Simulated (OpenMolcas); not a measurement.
# Ionisation energies of arsenic

```json
{
 "Program": "OpenMolcas 26.06",
 "Basis": "ANO-RCC-VQZP [7s6p4d2f1g]",
 "Scalar Hamiltonian": "DKH2, point nucleus",
 "Spin-orbit coupling": "RASSI with atomic mean-field integrals over the reference wave functions, term energies averaged over their components"
}
```

Active shells in each charge state: the valence s, p shells, with orbitals averaged over the low states. Where CASPT2's correlated closed shells are named, they are those of the first ion.

A. CASSCF
B. SS-CASPT2, IPEA 0.25 Eh, imaginary shift 0.1 Eh (closed shells correlated: 3s 3p 3d)

Energies in eV between the lowest computed levels (charge -1 gives the electron affinity), named as in B; reference values from the NIST Atomic Spectra Database with their kind.

| From | To | A | B | Spin-orbit share in B | Reference |
| --- | --- | --- | --- | --- | --- |
| As- 4s² 4p⁴ ³P₂ | As 4s² 4p³ ⁴S°_3/2 | -0.419 | 0.581 | +0.059 |  |
| As 4s² 4p³ ⁴S°_3/2 | As+ 4s² 4p² ³P₀ | 9.022 | 9.749 | -0.196 | 9.789 (measured) |
| As+ 4s² 4p² ³P₀ | As2+ 4s² 4p ²P°_1/2 | 17.639 | 18.423 | -0.012 | 18.589 (measured) |
| As2+ 4s² 4p ²P°_1/2 | As3+ 4s² ¹S₀ | 27.130 | 28.070 | +0.217 | 28.349 (measured) |
| As3+ 4s² ¹S₀ | As4+ 4s ²S_1/2 | 48.922 | 49.382 | +0.000 | 50.150 (measured) |
| As4+ 4s ²S_1/2 | As5+ 3d¹⁰ ¹S₀ | 61.681 | 62.171 | +0.000 | 62.770 (measured) |

Error against the reference values, in %:

```tsv
From	Reference	A	B
As	measured	-7.8	-0.4
As+	measured	-5.1	-0.9
As2+	measured	-4.3	-1.0
As3+	measured	-2.4	-1.5
As4+	measured	-1.7	-1.0
```

Mean absolute error over the 5 measured values: A 1.05 eV, B 0.37 eV. B lies closest.

No diffuse functions were added, so the electron affinity comes out too small, and without dynamic correlation a bound anion can come out unbound.

° marks odd parity.
